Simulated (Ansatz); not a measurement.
Hf(OH)4 (H₄HfO₄), SMILES [OH][Hf]([OH])([OH])[OH], multiplicity 1.

The structure is a stationary point at B3LYP-D3(BJ)/def2-SVP. The spin state was assumed, not searched. The isomer is the one that the SMILES or the coordinates give; other isomers of the formula were not compared. The def2 effective core potentials stand for the cores of Hf; spin–orbit coupling is left out. The values are those of a single conformer.

Two levels are set side by side: PBE/def2-SVPD (Ansatz, a quantum-chemistry and plane-wave program) and CAM-B3LYP/def2-SVPD (Ansatz). Energy differences of separate SCF runs at the same geometry; the states with an electron removed or added have multiplicity 2 and 2. Differences are taken from unrounded values.

```csv
quantity,CAM-B3LYP,PBE,PBE minus CAM-B3LYP
vertical ionisation energy (eV),11.00,9.83,-1.17
vertical singlet–triplet gap (eV),7.53,6.29,-1.24
```
